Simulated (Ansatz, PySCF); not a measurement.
Noncovalent pair: HF (SMILES F) (first 2 atoms) with CH4O (SMILES CO); geometry from B3LYP-D3(BJ)/def2-TZVP, rigid monomers moved along the line of their centres of mass till H2···O4 is 1.48 Å.
(charge 0, multiplicity 1):
```xyz
8

F      0.0851     0.0129     0.2358
H     -0.2159    -0.0603     1.1336
C      0.5221     0.3914     3.3491
O     -0.5472    -0.1683     2.5753
H      0.2505     0.4436     4.4052
H      0.6811     1.3985     2.9713
H      1.4439    -0.1825     3.2301
H     -0.7222    -1.0682     2.8707
```

Counterpoise-corrected where a basis set is named; no monomer relaxation.

Correlated levels freeze the cores. CBS(a, b) extrapolates the correlation energy as X⁻³ and adds the Hartree–Fock energy of set b.

The values were computed with Ansatz (a first-principles code) with Gaussian orbitals; PySCF for the dispersion terms. 

The comparison value is -8.85 kcal/mol (MP2/CBS(aug-cc-pVDZ, aug-cc-pVTZ) + ΔCCSD(T)/aug-cc-pVDZ). It is a level with limits of its own, not the exact answer.

**Question.** Order these levels by how close they come to the comparison value for the interaction energy, closest first: wB97M-V/def2-TZVPPD, r2SCAN-D4/def2-TZVPPD, PBE-D4/def2-TZVPPD. Give each level's value less the comparison value.

**Answer.** wB97M-V/def2-TZVPPD (-0.45 kcal/mol), PBE-D4/def2-TZVPPD (-1.02 kcal/mol), r2SCAN-D4/def2-TZVPPD (-1.56 kcal/mol)
